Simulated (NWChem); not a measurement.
System meant: C3H2BrF; SMILES FC=C=CBr

Input file for NWChem:

```
start job
memory heap 200 mb stack 900 mb global 1100 mb
geometry units angstroms noautoz
  F      0.569091    -3.245556    -0.283975
  C     -0.144725    -2.394152     0.478709
  C     -0.507957    -1.206386     0.069066
  C     -0.888822    -0.020297    -0.296268
  Br     0.171269     1.565054     0.002461
  H     -0.382483    -2.808844     1.454303
  H     -1.819982     0.212104    -0.800953
end
basis spherical
  F library def2-svp
  C library def2-svp
  Br library def2-svp
  H library def2-svp
end
dft
  odft
  mult 2
  xc b3lyp
  iterations 150
  mulliken
end
task dft energy
```

End of the output:

```
 ==============================================================================
                                 internuclear angles
 ------------------------------------------------------------------------------
        center 1       |       center 2       |       center 3       |  degrees
 ------------------------------------------------------------------------------
    1 F                |   2 C                |   3 C                |   122.93
    1 F                |   2 C                |   6 H                |   112.52
    3 C                |   2 C                |   6 H                |   124.55
    2 C                |   3 C                |   4 C                |   177.95
    3 C                |   4 C                |   5 Br               |   123.07
    3 C                |   4 C                |   7 H                |   125.36
    5 Br               |   4 C                |   7 H                |   111.57
 ------------------------------------------------------------------------------
                            number of included internuclear angles:          7
 ==============================================================================

 Summary of "ao basis" -> "" (spherical)
 ------------------------------------------------------------------------------
       Tag                 Description            Shells   Functions and Types
 ---------------- ------------------------------  ------  ---------------------
 F                          def2-svp                 6       14   3s2p1d
 C                          def2-svp                 6       14   3s2p1d
 Br                         def2-svp                12       32   5s4p3d
 H                          def2-svp                 3        5   2s1p

                                 NWChem DFT Module
                                 -----------------

 Summary of "ao basis" -> "ao basis" (spherical)
 ------------------------------------------------------------------------------
       Tag                 Description            Shells   Functions and Types
 ---------------- ------------------------------  ------  ---------------------
 F                          def2-svp                 6       14   3s2p1d
 C                          def2-svp                 6       14   3s2p1d
 Br                         def2-svp                12       32   5s4p3d
 H                          def2-svp                 3        5   2s1p

  number of electrons :                   64
  multiplicity        :                    2
 ------------------------------------------------------------------------
  no. of electrons and multiplicity not compatible                  64
 ------------------------------------------------------------------------
 ------------------------------------------------------------------------
  current input line :
    25: task dft energy
 ------------------------------------------------------------------------
 ------------------------------------------------------------------------
 There is an error in the input file
 ------------------------------------------------------------------------
 For more information see the NWChem manual at https://nwchemgit.github.io

0: no. of electrons and multiplicity not compatible:Received an Error in Communication
```

What is wrong, and how is it mended?

The input was rejected before any calculation. Cause: the multiplicity doesn't fit the number of electrons (an even count wants an odd multiplicity, and the reverse). This input runs:
```
start job
memory heap 200 mb stack 900 mb global 1100 mb
geometry units angstroms noautoz
  F      0.569091    -3.245556    -0.283975
  C     -0.144725    -2.394152     0.478709
  C     -0.507957    -1.206386     0.069066
  C     -0.888822    -0.020297    -0.296268
  Br     0.171269     1.565054     0.002461
  H     -0.382483    -2.808844     1.454303
  H     -1.819982     0.212104    -0.800953
end
basis spherical
  * library def2-svp
end
dft
  xc b3lyp
  iterations 150
  mulliken
end
task dft energy
```
It converges to -2788.98993 Ha (B3LYP/def2-SVP).
